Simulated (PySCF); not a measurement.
# Zinc: a sound run and one with changed settings

Sound run: Zn [Ar] 3d10 4s2, Zn⁺ [Ar] 3d10 4s1. Computed with PySCF 2.14 in x2c-TZVPall (6s5p4d1f, 48 functions), with the spin-free X2C one-electron Hamiltonian (Gaussian nucleus). In the sound run the correlated levels freeze [Ar]. The sound run starts from symmetry-adapted Hartree-Fock orbitals and uses a fine grid where one is needed.

A second run was set up differently.

```
species  method  sound run (hartree)  changed run (hartree)  converged
     Zn     MP2          -1794.66631            -1794.94776        yes
    Zn⁺     MP2          -1794.33779            -1794.61717        yes
```

Ionisation energy of Zn:

```
 method  sound run (eV)  changed run (eV)
    UHF           7.791             7.791
    MP2           8.939             8.996
SCS-MP2           8.971             9.006
```

What was changed?
A. all electrons correlated in a valence basis
B. a valence shell is frozen
C. basis contracted for another Hamiltonian
D. too few SCF iterations

A. A valence basis has no tight correlating functions, so it recovers only part of the core correlation, and not evenly between atom and ion.
